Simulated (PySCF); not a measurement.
Species: C4H6BF.
SMILES with atom numbers: `[CH2:1]=[C:2]=[CH:3][CH2:4][BH:5][F:6]` (hydrogens: H7, H8 on C1; H9 on C3; H10, H11 on C4; H12 on B5)

Jobs on this species (12 atoms, 44 electrons) with PySCF (density fitting). Hardware of each: an Intel Xeon Platinum 8259CL at 2.50 GHz with one thread (shared host). Times come from a shared host and carry two figures at best. Peak memory is the resident size of the whole Python process, interpreter and libraries included.

```
                                                                 level and settings                                                          work  basis functions  SCF cycles  wall time  peak memory
      delta-SCF UKS HF, pcX-2 on the ionised atom, pcseg-1 elsewhere, spin-free X2C                                 ΔSCF core ionisation, 6 holes              145           ?          ?            ?
    delta-SCF UKS PBE0, pcX-2 on the ionised atom, pcseg-1 elsewhere, spin-free X2C                                 ΔSCF core ionisation, 6 holes              145           ?          ?            ?
     delta-SCF UKS PBE, pcX-2 on the ionised atom, pcseg-1 elsewhere, spin-free X2C                                 ΔSCF core ionisation, 6 holes              145         110       28 s     0.55 GiB
   delta-SCF UKS B3LYP, pcX-2 on the ionised atom, pcseg-1 elsewhere, spin-free X2C                                 ΔSCF core ionisation, 6 holes              145         104       49 s     0.57 GiB
    delta-SCF UKS SCAN, pcX-2 on the ionised atom, pcseg-1 elsewhere, spin-free X2C                                 ΔSCF core ionisation, 6 holes              145         124       43 s     0.50 GiB
delta-SCF UKS SCAN, def2-TZVP on the ionised atom, pcseg-1 elsewhere, spin-free X2C                                 ΔSCF core ionisation, 6 holes              131         125       40 s     0.55 GiB
    delta-SCF UKS SCAN, pcX-1 on the ionised atom, pcseg-1 elsewhere, spin-free X2C                                 ΔSCF core ionisation, 6 holes              124         121       36 s     0.55 GiB
                                                 PBE0-D3(BJ)/def2-SVP, grid level 1  geometry optimisation from a GFN2-xTB start shaken at random              114          45       36 s     0.47 GiB
 delta-SCF UKS SCAN, pcX-2 on the ionised atom, pcseg-1 elsewhere, non-relativistic                                 ΔSCF core ionisation, 6 holes              145         124       42 s     0.55 GiB
```

Fill in the missing figures.

- delta-SCF UKS HF, pcX-2 on the ionised atom, pcseg-1 elsewhere, spin-free X2C; ΔSCF core ionisation, 6 holes: 26 s, 0.55 GiB, 110 SCF cycles
- delta-SCF UKS PBE0, pcX-2 on the ionised atom, pcseg-1 elsewhere, spin-free X2C; ΔSCF core ionisation, 6 holes: 47 s, 0.55 GiB, 103 SCF cycles

What do all jobs in the table cost together?

About 5.8 min; the longest takes about 14 % of that, and about 1.9 times as long as the shortest.
